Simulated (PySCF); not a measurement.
Species: C2H7ClGe.
Atom-mapped SMILES: `[CH3:1][C@@H:2]([Cl:3])[GeH3:4]` (hydrogens: H5, H6, H7 on C1; H8 on C2; H9, H10, H11 on Ge4)

Method: PBE0-D3(BJ)/def2-SVP geometry optimisation, gas phase in PySCF 2.14.0.

Question: List the bond lengths and angles at this level.

Answer: 
```json
{"bond": "C1–C2", "length (Å)": "1.514"}
{"bond": "C2–Cl3", "length (Å)": "1.806"}
{"bond": "C2–Ge4", "length (Å)": "1.973"}
{"bond": "C1–H5, C1–H6, C1–H7", "length (Å)": "1.101"}
{"bond": "C2–H8", "length (Å)": "1.100"}
{"bond": "Ge4–H9, Ge4–H10, Ge4–H11", "length (Å)": "1.539"}
```

Bonds in one row agree within 0.01 Å and their mean is given. A selection of angles:
```json
{"angle": "C2–C1–H5", "degrees": "111.0"}
{"angle": "C2–C1–H6", "degrees": "110.0"}
{"angle": "H5–C1–H6", "degrees": "108.2"}
{"angle": "C1–C2–Cl3", "degrees": "110.3"}
{"angle": "C1–C2–Ge4", "degrees": "114.0"}
{"angle": "C1–C2–H8", "degrees": "110.7"}
{"angle": "Cl3–C2–Ge4", "degrees": "107.2"}
{"angle": "Cl3–C2–H8", "degrees": "105.4"}
{"angle": "Ge4–C2–H8", "degrees": "108.9"}
{"angle": "C2–Ge4–H9", "degrees": "109.2"}
{"angle": "C2–Ge4–H11", "degrees": "108.3"}
{"angle": "H9–Ge4–H10", "degrees": "109.8"}
```

Ge4 (germanium bonded to C and 3 H) is tetrahedral (angles from 108.3° to 110.4°).

Point group: C1 (no symmetry element, even within 0.4 Å). No frequency check.

Time: 20 s wall. Hardware: x86-64 server, one thread, no GPU, shared host. These figures are those of the optimisation.
